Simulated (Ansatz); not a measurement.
BHN (SMILES [B]=N) moved off its minimum; all values from Ansatz (a first-principles code), cores frozen in correlated methods. Open shells are unrestricted.
(charge 0, multiplicity 2)
```xyz
3

B      0.0010    -0.0462    -0.8666
N     -0.0700    -0.0143     0.3637
H     -0.0777     0.0102     1.3895
```

Forces at B3LYP/def2-TZVPP (eV/Å):

```tsv
atom	Fx	Fy	Fz
B1	-0.014	-0.003	-0.150
N2	0.029	0.039	1.683
H3	-0.015	-0.036	-1.534
```

Give the forces (eV/Å), the total energy and the dipole at CCSD(T)/aug-cc-pVTZ.


```tsv
atom	Fx	Fy	Fz
B1	0.042	-0.029	-1.164
N2	-0.023	0.064	2.656
H3	-0.019	-0.034	-1.492
```
Energy -79.9758 hartree, dipole 0.44 D.
